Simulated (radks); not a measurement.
Values are calculated unless marked as measured or tabulated.
Task: Ionisation of the ytterbium ion Yb3+, [Xe] 4f13, to [Xe] 4f12 as the strength of local exchange is varied. Level of theory: Dirac Kohn-Sham, Slater X-alpha exchange (alpha = 2/3 is LDA exchange), no correlation, spin-unpolarised, spherical densities, finite nucleus; open shells fill j = l - 1/2 first; Fermi nuclear charge, rms radius 5.3108 fm (a radial shooting solver on a logarithmic mesh with Libxc functionals).

| alpha | E(Yb3+) (hartree) | exchange (hartree) | IE (eV) | -e of the level emptied (eV) | <r> of it (bohr) |
|---|---|---|---|---|---|
| 0.667 | -14057.0839 | -277.8650 | 44.108 | 33.840 (4f7/2) | 0.7409 |
| 0.817 | -14119.7219 | -341.9819 | 49.406 | 38.697 (4f7/2) | 0.7212 |
| 0.97 | -14183.9200 | -407.9892 | 55.119 | 43.984 (4f7/2) | 0.7030 |
| 0.974 | -14185.6025 | -409.7231 | 55.273 | 44.126 (4f7/2) | 0.7025 |
| ? | -14047.9221 | -268.5110 | 43.357 | 33.156 (4f7/2) | 0.7440 |

Which alpha was used in the last row?

Result: alpha = 0.645. NIST Atomic Spectra Database: 43.61 eV (semi-empirical). The Delta-SCF value meets it near alpha = 0.65. Spin polarisation and multiplet splitting are left out, so open shells lie too high by an amount that depends on their filling.

Beside tabulated values, note that spin-unpolarised runs miss the spin-polarisation part of the exchange energy of open shells. No tabulated value is given for the 4+ ions of Nd, Pm and Eu to Yb, where it belongs to another shell than the one emptied here.
